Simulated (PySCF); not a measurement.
Germanium: a sound run and one with changed settings

Sound run: Ge⁺ [Ar] 3d10 4s2 4p1, Ge²⁺ [Ar] 3d10 4s2. Calculation: PySCF 2.14, in cc-pVTZ-DK; scalar relativity by spin-free X2C-1e. In the sound run the correlated levels freeze [Ar] 3d10. The sound run starts from symmetry-adapted Hartree-Fock orbitals and uses a fine grid where one is needed.

Changed run: the non-relativistic Hamiltonian (point nucleus). This setting is unsound on purpose.

| species | method | sound run (hartree) | changed run (hartree) | converged |
| --- | --- | --- | --- | --- |
| Ge⁺ | UHF | -2096.77952 | -2061.95249 | yes |
| Ge⁺ | B3LYP | -2098.48548 | -2063.66602 | yes |
| Ge⁺ | TPSS | -2098.40151 | -2063.58160 | yes |
| Ge⁺ | MP2 | -2096.81663 | -2061.99009 | yes |
| Ge⁺ | CCSD(T) | -2096.83101 | -2062.00522 | yes |
| Ge²⁺ | UHF | -2096.21923 | -2061.38963 | yes |
| Ge²⁺ | B3LYP | -2097.90320 | -2063.08057 | yes |
| Ge²⁺ | TPSS | -2097.82100 | -2062.99695 | yes |
| Ge²⁺ | MP2 | -2096.24766 | -2061.41866 | yes |
| Ge²⁺ | CCSD(T) | -2096.25859 | -2061.43023 | yes |

Ionisation energy of Ge⁺:

```
 method  sound run (eV)  changed run (eV)
    UHF          15.246            15.316
  B3LYP          15.845            15.931
   TPSS          15.797            15.909
    MP2          15.483            15.549
SCS-MP2          15.470            15.537
   CCSD          15.555            15.624
CCSD(T)          15.576            15.646
```

Most of the change in total energy is the relativistic energy itself. On top of that the contraction fixes the core shape for the Hamiltonian it was made with, so the changed run is not a good calculation with the other Hamiltonian either.

For comparison, NIST gives 15.935 eV between the lowest levels.
